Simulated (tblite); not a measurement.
Write a Z-matrix for `C=CC[Si@@H](O)N[SiH3]` as optimised with GFN2-xTB.

Z-matrix in Å and degrees, rows numbered from 1:
```
C 
C   1  1.3231
C   2  1.4858  1  124.59
Si  3  1.9093  2  109.25  1    94.91
O   4  1.6271  3  110.89  2   -56.26
N   4  1.7333  3  107.68  2    63.07
Si  6  1.7325  4  129.60  3    51.12
H   1  1.0788  2  121.49  3     3.45
H   1  1.0770  2  122.28  3  -177.92
H   2  1.0822  1  119.88  3   176.37
H   3  1.0896  2  110.35  1   -24.71
H   3  1.0872  2  110.31  1  -144.00
H   4  1.4592  3  112.75  2  -170.37
H   5  0.9546  4  119.68  3    36.32
H   6  1.0078  4  112.99  3  -149.57
H   7  1.4633  6  108.06  4   -56.38
H   7  1.4679  6  111.73  4    63.66
H   7  1.4637  6  105.40  4  -175.76
```

Si7 (SiH3 silicon) is distorted tetrahedral (angles from 105.4° to 111.7°). The 2 C–C bonds span 1.323 Å (C1=C2, drawn double) to 1.486 Å (C2–C3, drawn single), a spread of 0.163 Å. N6 (nitrogen bridging silicon atoms) is almost planar (angles 129.6°, 114.5° and 113.0°, sum 357.1°, 0.14 Å off the plane of its three neighbours). Si4 (oxygen-bound silicon) is distorted tetrahedral (angles from 102.4° to 113.9°).

Computed geometry: GFN2-xTB, gas phase.

Point group: C1 (no symmetry element, even within 0.4 Å). Its GFN2-xTB frequencies are all real (lowest 33 cm⁻¹). One conformer, not necessarily the lowest (C1–C2–C3–Si4 95°, C2–C3–Si4–O5 -56°, C3–Si4–O5–H 36°, C3–Si4–N6–Si7 51°).
